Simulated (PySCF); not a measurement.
Compound: C2H5NOSi.
Numbering: `[SiH3:1][O:2][C:3]1=[N:4][CH2:5]1` (hydrogens: H6, H7, H8 on Si1; H9, H10 on C5)

A GFN2-xTB structure was refined with PBE0-D3(BJ)/def2-SVP geometry optimisation, gas phase in PySCF. Its GFN2-xTB values:

| coordinate | GFN2-xTB |
| --- | --- |
| Si1–O2 | 1.661 Å |
| Si1–H6 | 1.459 Å |
| O2–C3 | 1.287 Å |
| C3=N4 | 1.254 Å |
| C3–C5 | 1.447 Å |
| N4–C5 | 1.518 Å |
| C5–H9 | 1.082 Å |
| Si1–O2–C3 | 130.3° |
| O2–C3–N4 | 147.5° |
| O2–C3–C5 | 144.6° |
| C3–N4–C5 | 62.1° |
| C3–C5–N4 | 50.0° |
| N4–C3–C5 | 68.0° |
| Si1–O2–C3–N4 | 0° |

Question: How do these coordinates change at the PBE0-D3(BJ)/def2-SVP level?

Answer: 
```tsv
coordinate	PBE0-D3(BJ)/def2-SVP (Å or °)	change
Si1–O2	1.716	+0.055
N4–C5	1.548	+0.030
Si1–H6	1.487	+0.028
O2–C3	1.310	+0.023
C3–C5	1.430	-0.017
C5–H9	1.098	+0.016
C3=N4	1.251	-0.003
Si1–O2–C3	121.0	-9.3
O2–C3–N4	141.3	-6.2
O2–C3–C5	148.5	+3.9
N4–C3–C5	70.2	+2.2
C3–N4–C5	60.3	-1.8
C3–C5–N4	49.5	-0.5
Si1–O2–C3–N4	2	+2
```

The energy falls by 0.196 eV over 11 energy and gradient evaluations, the largest force component goes from 0.0399 to 2.6e-04 Eh/bohr, and the atoms move by 0.162 Å rms after alignment. The bond that changes most is Si1–O2 (oxygen-bound silicon to silyl ether oxygen), which lengthens by 0.055 Å. Bonds longer at the end by more than 0.005 Å: 8 of 10; shorter: 1. Rotational constants go from 17206, 2171, 1998 to 15600, 2276, 2064 MHz.

The run used 99 basis functions and 71 SCF cycles in all. The run took 30 s wall on an Arm Neoverse V2 with one thread, shared host.

No frequency check. One conformer, not necessarily the lowest.

Shape of the structure used: `[SiH3:1][O:2][C:3]1=[N:4][CH2:5]1`: Si1–O2–C3–N4 2°.
